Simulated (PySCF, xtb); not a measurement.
W(NH)(NMe)(OH)2 (CH6N2O2W), SMILES [OH][W]([OH])(=[N]C)=[NH], multiplicity 1. One conformer was computed; it need not be the lowest.

Harmonic wavenumbers (cm⁻¹) from GFN2-xTB (xtb) at its own minimum, in rising order: 43, 86, 96, 113, 145, 148, 185, 244, 260, 310, 376, 380, 451, 466, 506, 572, 609, 882, 1079, 1082, 1266, 1391, 1462, 1466, 2847, 2875, 2902, 3328, 3567, 3570.

What does PBE0-D3(BJ)/def2-SVP run with PySCF give at its own minimum? (An estimate is asked for; the answer gives what the named calculation found.)

84, 117, 121, 187, 222, 225, 261, 287, 332, 355, 568, 606, 629, 654, 667, 709, 729, 1009, 1105, 1109, 1407, 1434, 1449, 1454, 3011, 3099, 3106, 3669, 3923, 3930. Paired by order, the mean absolute difference is 127 cm⁻¹ and the zero-point energies are 46.8 and 52.1 kcal/mol.
